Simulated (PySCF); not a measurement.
Ge(H)(F)2(Me) (CH4F2Ge), SMILES [CH3][GeH]([F])[F].

Coordinates come from a B3LYP-D3(BJ)/def2-SVP optimisation.

The numbers are results of PySCF with TDDFT-ωB97X/def2-SVPD, not measurements.

Vertical excitations. Gas-phase values at a fixed geometry. State labels are in the subgroup Cs.

Computed lowest excited states:
```tsv
state	symmetry	energy (eV)	λ (nm)	f	main pairs
S1	A"	8.56	145	0.003	HOMO→LUMO+1 95 %
S2	A'	8.88	140	0.007	HOMO→LUMO+2 90 %
S3	A'	9.45	131	0.319	HOMO→LUMO 88 %
S4	A'	9.85	126	0.323	HOMO→LUMO+3 88 %
S5	A"	10.10	123	0.001	HOMO−1→LUMO+1 38 %, HOMO−2→LUMO+2 36 %, HOMO−2→LUMO 11 %
S6	A'	10.35	120	0.130	HOMO−1→LUMO+2 42 %, HOMO−2→LUMO+1 28 %, HOMO−1→LUMO 6 %
S7	A"	10.49	118	0.000	HOMO−3→LUMO+2 58 %, HOMO−3→LUMO 13 %
S8	A'	10.55	117	0.044	HOMO−2→LUMO+1 52 %, HOMO−1→LUMO+2 35 %
S9	A'	10.72	116	0.037	HOMO−3→LUMO+1 71 %
S10	A"	10.90	114	0.137	HOMO−1→LUMO+1 49 %, HOMO−2→LUMO+2 15 %, HOMO−2→LUMO 9 %
T1	A"	8.21	151	0	HOMO→LUMO+1 92 %
T2	A'	8.26	150	0	HOMO→LUMO+3 36 %, HOMO→LUMO 25 %, HOMO→LUMO+2 23 %
T3	A'	8.60	144	0	HOMO→LUMO+2 65 %, HOMO→LUMO 12 %
T4	A'	9.32	133	0	HOMO→LUMO 39 %, HOMO→LUMO+3 21 %, HOMO−1→LUMO+2 8 %, HOMO−1→LUMO+3 7 %
```
Triplets are in the Tamm–Dancoff approximation, which puts them higher than full response would, so one can lie above its singlet here.
